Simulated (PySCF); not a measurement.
# Bi²⁺: ionisation energy

Bi²⁺ [Xe] 4f14 5d10 6s2 6p1 (2P) → Bi³⁺ [Xe] 4f14 5d10 6s2 (1S), as a difference of total energies. All numbers are calculated (PySCF 2.14, a scalar-relativistic core potential, in cc-pVTZ-PP with ECP60MDF (5s4p3d1f, 39 functions)). Correlated levels: valence: 5s2 5p6 5d10 frozen. The calculations carry no spin-orbit coupling.

```json
{"method": "UHF", "ionisation energy (eV)": "23.016"}
{"method": "B3LYP", "ionisation energy (eV)": "23.753"}
{"method": "TPSS", "ionisation energy (eV)": "23.509"}
{"method": "MP2 (valence)", "ionisation energy (eV)": "23.209"}
{"method": "SCS-MP2 (valence)", "ionisation energy (eV)": "23.199"}
{"method": "CCSD (valence)", "ionisation energy (eV)": "23.264"}
{"method": "CCSD(T) (valence)", "ionisation energy (eV)": "23.274"}
```

Problem. How much does correlation contribute at CCSD(T) (valence)?

Solution. 23.274 − (23.016) = 0.258 eV, measured against UHF.

The reference lies between the lowest fine-structure levels, while these numbers refer to the centres of the terms.

Errors of the correlated levels include the incompleteness of this basis and the frozen core.

For comparison: 25.571 eV (measured; NIST Atomic Spectra Database, ionization energies).
